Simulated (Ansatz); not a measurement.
Input file for Ansatz (a program for electronic structure): U-PBE/cc-pVTZ on BrFSe (SMILES F[Se]Br), a point of a bond scan (R = 5.645 Å).

Ansatz 0.2 input:
```yaml
crystal:
  periodic: [false, false, false]
  atoms:
    - {symbol: Se, position_ang: [0.51016666, -0.43084229, 0.77837054]}
    - {symbol: F, position_ang: [3.59271514, -3.25604930, -3.01364716]}
    - {symbol: Br, position_ang: [-0.87448098, 0.75634609, -0.65156810]}
basis:
  gaussian:
    orbitals: cc-pVTZ
hamiltonian:
  xc: {name: PBE}
magnetization: {spin_polarized: true, initial_magnetization: 0}
```

The head of its log:

```
WARN ansatz: RAYON_NUM_THREADS=1 ignored (pool sized by the plan → 1); use --threads N
Functional definition: PBE
integrals: 0.04 GiB planned
900 factors; their error is unknown
mean field: 0.35 GiB planned
mean field evaluation 1: about -138079.4653 eV, gradient 4.2e1 eV
mean field evaluation 2: about -137699.2108 eV, gradient 1.2e2 eV
```

Give the final energy of this run.

-5074.7132 hartree. Its determinant has ⟨S²⟩ = 1.00, a mixture of spin states.
